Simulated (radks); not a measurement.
Q: Ionisation ladder of osmium, from Os57+ to Os60+. Each ion is in the ground configuration listed by NIST, and IE = E(next ion) - E(this ion). All-electron calculation, scalar-relativistic Kohn-Sham, SCAN, spin-polarised, spherical densities, finite nucleus; open shells are filled with parallel spins first (spin-orbit coupling, left out, can overturn this in heavy ions); meta-GGA in the generalised Kohn-Sham scheme; Fermi nuclear charge, rms radius 5.4126 fm. Program: a radial shooting solver on a logarithmic mesh with Libxc functionals.

| species | configuration | IE, Delta-SCF (eV) | <r> HOMO (bohr) |
|---|---|---|---|
| Os57+ | [Ar] 3d1 | 5667.4 | 0.160 |
| Os58+ | [Ar] | ? | 0.179 |
| Os59+ | [Ne] 3s2 3p5 | 6362.5 | 0.178 |
| Os60+ | [Ne] 3s2 3p4 | ? | 0.178 |

Estimate the withheld Delta-SCF values.

A: Os58+: 6241.6 eV (NIST 6115); Os60+: 6480.3 eV (NIST 6376).
